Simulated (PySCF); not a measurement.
**Pt(2+) (platinum, charge +2): B97-3 calculation**

Configuration: [Xe] 4f14 5d7 6s1, high-spin 5F determinant (an excited configuration). Computed with PySCF 2.14 in aug-cc-pVTZ-PP with ECP60MDF, with scalar relativity through the core potential.

```
Total energy                : -118.2678 hartree
One-electron energy         : -193.7992 hartree
Hartree (Coulomb) energy    : 86.4849 hartree
Exchange-correlation energy : -10.9535 hartree
⟨S²⟩                        : 6.0014
⟨L²⟩                        : 12.011
Sum of ⟨r⟩                  : 21.84 bohr
Sum of ⟨r²⟩                 : 35.77 bohr²
```

```
shell  electrons  mean orbital energy (hartree)  spread (hartree)  rms radius, mean of both spins (bohr)
 5s α          1                       -4.85581                 0                                   1.02
 5s β          1                       -4.75267                 0                                   1.02
 5p α          3                       -3.14604                 0                                   1.17
 5p β          3                       -3.02242                 0                                   1.17
 5d α          5                       -1.15391           0.03118                                   1.64
 5d β          2                       -1.07333                 0                                   1.64
 6s α          1                       -0.91376                 0                                   2.56
```

Energies and moments cover only the electrons outside the core potential. Spin-orbit coupling, absent here, splits the open shell strongly.
